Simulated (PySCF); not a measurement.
Ge(F)4 anion (F₄Ge), SMILES [F][Ge]([F])([F])[F] (connectivity only; charge and spin as stated), charge -1, multiplicity 2. Geometry optimised at B3LYP-D3(BJ)/def2-SVPD. The spin state was assumed, not searched. The isomer is the one that the SMILES or the coordinates give; other isomers of the formula were not compared.

Level of theory: B3LYP-D3(BJ)/def2-SVPD (PySCF 2.14.0).

Harmonic wavenumbers (cm⁻¹): 127, 133, 216, 250, 259, 450, 491, 594, 597. Rotational constants (GHz): 4.259, 2.859, 2.480; symmetry number 2.

### Question
Work out the zero-point energy and the ideal-gas rigid-rotor harmonic-oscillator thermochemistry at 298.15 K and 1 atm.

### Answer
ZPE = ½ Σ hcν = ½ × 3117 cm⁻¹ = 18.64 kJ/mol. H − E(el) = 38.20 kJ/mol. Entropy in J/(mol K): translation 171.12, rotation 106.23, vibration 57.24, spin 5.76, total 340.35. G − E(el) = -63.27 kJ/mol. Cp = 91.36 J/(mol K). Modes under 150 cm⁻¹ make the vibrational entropy uncertain.
